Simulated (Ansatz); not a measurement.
Basis-set extrapolation for `CCBCN` (PBE0-D4/def2-TZVP geometry, frozen core, the Gaussian-basis code of Ansatz). Multiplicity 1, RHF reference.

|  | def2-TZVPP | def2-QZVPP |
| --- | --- | --- |
| HF | -198.620906 | -198.630787 |
| MP2 correlation | -0.844865 | -0.899638 |
| CCSD(T) correlation | -0.934691 | not run |

Energies in hartree. Use E(X) = E(∞) + A·exp(−7.88·√X) for Hartree–Fock and E(X) = E(∞) + B·X^(−2.97) for correlation, with X = 3 and 4, and add CCSD(T) minus MP2 of the smaller set to the MP2 limit.

Q: What is the CCSD(T) energy at the basis-set limit?

A: HF limit: -198.630787 + (-0.009881) × 0.13774 = -198.63215. MP2 limit: -0.899638 + (-0.054773) × 0.74074 = -0.94021. Higher-order term: -0.934691 − (-0.844865) = -0.08983. Total: -199.66219 hartree, 279.9 kJ/mol below CCSD(T)/def2-TZVPP.
